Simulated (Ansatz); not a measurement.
One change: `[CH3][GeH]([SiH3])[Cl]` becomes `C[O][GeH]([CH3])[SiH3]`.

Ansatz, PBE0-D4/def2-TZVP geometries, multiplicity 1. Each molecule was computed in one conformer, which needn't be the lowest.

Scalar relativity is left out up to krypton.

```json
{"property": "LUMO energy (PBE0/def2-TZVPP) / eV", "`[CH3][GeH]([SiH3])[Cl]`": "-0.38"}
{"property": "HOMO–LUMO gap (PBE/def2-TZVPP) / eV", "`[CH3][GeH]([SiH3])[Cl]`": "5.49"}
{"property": "size of the dipole moment (B3LYP/def2-TZVPP) / D", "`[CH3][GeH]([SiH3])[Cl]`": "2.41"}
{"property": "HOMO energy (B3LYP/def2-TZVPP) / eV", "`[CH3][GeH]([SiH3])[Cl]`": "-7.69"}
{"property": "HOMO energy (PBE/def2-TZVPP) / eV", "`[CH3][GeH]([SiH3])[Cl]`": "-6.73"}
{"property": "LUMO energy (PBE/def2-TZVPP) / eV", "`[CH3][GeH]([SiH3])[Cl]`": "-1.24"}
```

(1) What does the change do to each property? (An estimate is asked.)

Answers

(1) Ansatz gave: 
```
                                        property  `C[O][GeH]([CH3])[SiH3]`  shift
              LUMO energy (PBE0/def2-TZVPP) / eV                      0.02   0.40
             HOMO–LUMO gap (PBE/def2-TZVPP) / eV                      5.06  -0.43
size of the dipole moment (B3LYP/def2-TZVPP) / D                      0.77  -1.64
             HOMO energy (B3LYP/def2-TZVPP) / eV                     -7.07   0.62
               HOMO energy (PBE/def2-TZVPP) / eV                     -5.89   0.84
               LUMO energy (PBE/def2-TZVPP) / eV                     -0.83   0.41
```

With PBE0 the HOMO rises by 0.64 eV and the LUMO rises by 0.40 eV, so the gap narrows by about 0.24 eV. PBE moves the HOMO by 0.84 eV and ωB97M-V by 0.51 eV. The zero-point energy changes by 105.7 kJ/mol with +12 modes. Dipoles are sizes alone; their direction can turn.

B3LYP here is the variant with VWN-RPA as its local correlation; programs differ in this.
